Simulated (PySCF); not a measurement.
PySCF 2.14 output of an unrestricted M06-L calculation on a single atom or ion in jorge-DZP-DKH, with scalar relativity by spin-free X2C-1e:

```
SCF conv_tol = 1e-09
number electrons alpha = 5  beta = 2
    Y. Zhao and D. G. Truhlar.,  J. Chem. Phys. 125, 194101 (2006)
    Y. Zhao and D. G. Truhlar.,  J. Chem. Phys. 125, 194101 (2006)
    Y. Zhao and D. G. Truhlar.,  Theor. Chem. Acc. 120, 215 (2008)
cycle= 1 E= -74.6245524741664  delta_E= -0.000305  |g|= 0.00451  |ddm|= 0.0221
cycle= 2 E= -74.6245594157209  delta_E= -6.94e-06  |g|= 0.0014  |ddm|= 0.00581
cycle= 3 E= -74.6245601696624  delta_E= -7.54e-07  |g|= 0.000108  |ddm|= 0.00139
cycle= 4 E= -74.6245601735432  delta_E= -3.88e-09  |g|= 4.02e-06  |ddm|= 0.000114
cycle= 5 E= -74.624560173548  delta_E= -4.85e-12  |g|= 1.01e-07  |ddm|= 3.81e-06
converged SCF energy = -74.624560173548  <S^2> = 3.7553133  2S+1 = 4.0026558
```

The run itself started from symmetry-adapted Hartree-Fock orbitals and held the occupation by maximum overlap, on a logarithmic radial grid, so the iterations belong to that start.

Task: Which element, charge and spin multiplicity is this?

Result: O+ (oxygen, charge +1), multiplicity 4; the state was [He] 2s2 2p3, high-spin 4S determinant.
